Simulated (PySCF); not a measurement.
SMILES [F][Ge]([Br])([Br])[OH] (PBE0/def2-SVP optimised geometry):

```
6

O     -1.140     0.589     0.000
Ge    -0.586    -1.067     0.000
F      1.140    -1.067     0.000
Br    -1.323    -2.041     1.901
Br    -1.221    -2.198    -1.872
H     -0.895     1.067    -0.802
```

Computed with PBE0/def2-TZVP run with PySCF.

Problem. What are the frontier orbital energies and the dipole moment?

Solution. HOMO-2 -9.36 eV, HOMO-1 -9.16 eV, HOMO -9.00 eV, LUMO -1.96 eV, LUMO+1 0.35 eV; dipole moment 1.40 D.

On the same geometry PBE/def2-TZVP (PySCF) gives HOMO-2 -7.95 eV, HOMO-1 -7.78 eV, HOMO -7.67 eV, LUMO -2.90 eV, LUMO+1 -0.54 eV; dipole moment 1.35 D.

Meta-Löwdin charges at PBE0/def2-TZVP: O1 -0.70, Ge2 1.24, F3 -0.49, Br4 -0.19, Br5 -0.22, H6 0.36.
